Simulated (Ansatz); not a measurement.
The first iterations of a band of AlF₂H₃OS (8 atoms, charge 0, multiplicity 1).

All numbers below come from Ansatz, RKS BHLYP-D4/def2-SVP.

| Item | Value |
| --- | --- |
| movable images | 5 |
| climbing image | yes |
| spring | 5.0 eV/Å² |
| optimiser | quadratic models (default) |
| start path | through a guess of the saddle point |
| force threshold | 0.05 eV/Å |
| iteration limit | 60 |
| end points | relaxed |

Image 0:

```xyz
8
Properties=species:S:1:pos:R:3
Al -0.413 -0.234 -0.573
S 1.618 0.288 -1.218
F -0.801 -1.846 -0.450
F -1.627 0.814 -0.978
H 0.658 0.254 1.611
O -0.228 -0.012 1.353
H 1.273 1.528 -1.601
H -0.481 -0.792 1.855
```

Image 6:

```xyz
8
Properties=species:S:1:pos:R:3
Al -0.720 -0.431 -0.199
S 1.600 0.340 -0.703
F -0.820 -1.929 -0.896
F -1.449 0.798 -1.039
H 1.697 0.908 0.511
O -0.573 -0.285 1.479
H 1.172 1.461 -1.308
H -0.906 -0.862 2.155
```

| iteration | highest image above the first end (eV) | largest band force component (eV/Å) |
| --- | --- | --- |
| 1 | 1.755 | 4.576 |
| 2 | 0.950 | 2.159 |
| 3 | 0.924 | 5.283 |
| 4 | 0.883 | 0.841 |

Task: Does the band converge within its limit, and where does its top end?

Result: It converged. It ended after 14 iterations with the highest image 0.798 eV above the first end. A vibrational analysis at the climbing image gives one clearly imaginary mode, 1156i cm⁻¹: a first-order saddle point. The orbitals stay closed-shell, which can raise the energy where a bond breaks towards radicals; this wasn't checked here.

Run time: 2.1 min on 2 threads of Arm Neoverse V2 (shared host), peak memory 0.2 GiB.
